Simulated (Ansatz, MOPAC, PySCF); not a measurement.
Potential energy curve for Ga2, triplet.

Levels: UKS-LDA (SVWN5)/6-31G* = unrestricted LDA (SVWN5)/6-31G*, spherical d (PySCF); AM1, unrestricted, heats of formation (MOPAC); UKS-B3LYP/6-31G* = unrestricted B3LYP/6-31G*, spherical d (PySCF 2.14.0); FCI = full CI/aug-cc-pVDZ, cores with 3d frozen in Ansatz (a program for electronic structure).

Energies relative to the lowest point of each curve near equilibrium, in kJ/mol; the last columns give the difference from FCI:

```tsv
R / Å	UKS-LDA (SVWN5)/6-31G*	AM1	UKS-B3LYP/6-31G*	FCI	UKS-LDA (SVWN5)/6-31G* − FCI	AM1 − FCI	UKS-B3LYP/6-31G* − FCI
2.64	0.1	157.3	2.2	2.7	-2.6	154.6	-0.5
2.70	0.0	175.7	0.4	0.5	-0.5	175.2	-0.2
2.80	2.3	0.0	0.0	0.0	2.3	0.0	0.0
2.86	4.8	3.5	1.1	1.1	3.7	2.4	0.0
3.01	13.5	12.8	6.9	7.1	6.4	5.7	-0.2
3.09	19.1	215.0	11.2	11.5	7.6	203.5	-0.3
3.31	36.2	278.4	25.5	25.9	10.3	252.5	-0.4
3.70	67.3	398.3	53.6	51.9	15.4	346.4	1.7
4.09	94.6	511.9	79.6	73.1	21.5	438.9	6.5
4.53	119.5	619.9	103.4	89.5	30.0	530.4	13.9
4.94	137.2	698.0	115.0	99.1	38.1	598.9	15.8
5.31	149.5	751.5	120.1	104.5	45.0	647.0	15.5
5.90	163.4	—	123.9	109.2	54.1	—	14.6
6.58	173.2	—	125.6	111.7	61.5	—	13.9
7.37	179.3	—	126.3	112.9	66.4	—	13.4
7.93	181.6	—	126.5	113.3	68.3	—	13.1
```

UKS-LDA (SVWN5)/6-31G* is furthest from FCI at 7.93 (68.3 kJ/mol, above); its mean absolute difference over the points is 27.1 kJ/mol.

AM1 is furthest from FCI at 5.31 (647.0 kJ/mol, above); its mean absolute difference over the points is 279.6 kJ/mol.

UKS-B3LYP/6-31G* is furthest from FCI at 4.94 (15.8 kJ/mol, above); its mean absolute difference over the points is 6.9 kJ/mol.

A dash means that the run gave no value there, or that the column was ended at a point which the program doubted or which failed a test of continuity chosen for this set; such a test can also cut sound points.

The scan ran from 2.17 to 7.93 Å; beyond the distances shown full CI changes its symmetry label.
